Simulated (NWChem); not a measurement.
Molecule: C2H6BeFN; SMILES [N](C)([Be][F])C

```xyz
11

Be    -0.0001     1.0721     0.0000
F     -0.0002     2.4599     0.0000
N      0.0002    -0.4335     0.0000
C      0.0000    -1.2375    -1.2104
C      0.0000    -1.2375     1.2104
H     -0.8881    -1.8891    -1.2691
H      0.8868    -1.8909    -1.2680
H      0.0012    -0.5999    -2.1023
H      0.8868    -1.8909     1.2680
H     -0.8881    -1.8891     1.2691
H      0.0012    -0.5999     2.1023
```
Atoms are numbered in this order, from 1.

All runs: NWChem. Pople sets run with spherical d functions. Geometry: optimised at B3LYP/6-31G* (spherical d). GIAO values for the isolated, static molecule; σ is the absolute isotropic shielding, δ = σ(reference) − σ with the isolated reference molecule computed at the same levels (13C: tetramethylsilane, 19F: trichlorofluoromethane, 1H: tetramethylsilane, 15N: ammonia).

For level B3LYP/6-311G**:

```
Property      Value
-----------  ------
σ Be1 (ppm)   102.3
δ F2 (ppm)   -191.6
δ N3 (ppm)     41.9
δ C4 (ppm)     41.2
```

Problem. Estimate the same quantities for level BHandHLYP/pcSseg-1.

Solution. The σ Be1 (ppm) is 104.5. The δ F2 (ppm) comes out as -173.5, the δ N3 (ppm) is 24.7 and the δ C4 (ppm) comes out as 39.8.
